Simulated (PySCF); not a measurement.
# ORD: C$_{3}$H$_{9}$BFP

Cartesian coordinates in Å; atom numbers follow the order of the lines, from 1:
```xyz
15

C     2.4288    0.2954   -0.7248
C     1.0518   -0.1752   -0.4308
C     0.7140   -1.4138   -0.0501
B    -0.7384   -1.8329    0.2334
F    -1.6988   -0.9163    0.1514
P    -2.2750    1.6656   -0.4478
H     3.1642   -0.4885   -0.5586
H     2.4896    0.6288   -1.7610
H     2.6701    1.1532   -0.0971
H     0.2712    0.5693   -0.5493
H     1.5103   -2.1427    0.0545
H    -1.0873   -2.9149    0.5297
H    -3.4940    1.0147   -0.3891
H    -2.8829    2.9162   -0.4188
H    -2.1279    1.6491    0.9307
```

Computed with TDDFT CAM-B3LYP/aug-cc-pVDZ circular dichroism and optical rotation, one conformer, gas phase (PySCF). Geometry: GFN2-xTB.

The bonding changed while the geometry was optimised; results refer to the coordinates, not to the name. The molecule is flexible and this is one conformer; a measurement averages over conformers.

Stereocentres: B4 S.

Task: What is the specific rotation at 633, 589.3, 546, 436, 405, 365, 355 nm?

Result: [α] in deg dm⁻¹ (g/mL)⁻¹:
```
λ (nm)  origin-invariant length gauge  modified velocity gauge  length gauge (centre of mass)  isotropic polarisability (au)
   633                          +62.2                    +58.7                          +62.6                           86.7
 589.3                          +74.3                    +70.2                          +74.8                           87.2
   546                          +90.5                    +85.6                          +91.1                           87.8
   436                         +171.5                   +162.7                         +172.6                           90.4
   405                         +217.2                   +206.4                         +218.5                           91.6
   365                         +313.3                   +298.5                         +315.1                           93.9
   355                         +348.5                   +332.2                         +350.5                           94.6
```

Task: And for the mirror image at 589.3 nm?

Result: -74.3 deg dm⁻¹ (g/mL)⁻¹ (origin-invariant length gauge): the same size and the opposite sign.

Task: What is the molar rotation [Φ] = [α]·M/100 of the geometry above at 589.3 nm?

Result: With M = 105.89 g/mol, +78.7 deg cm² dmol⁻¹ (origin-invariant length gauge).

The first excitation lies at 5.62 eV (221 nm) with R = +6.2 × 10⁻⁴⁰ esu² cm² (velocity form).
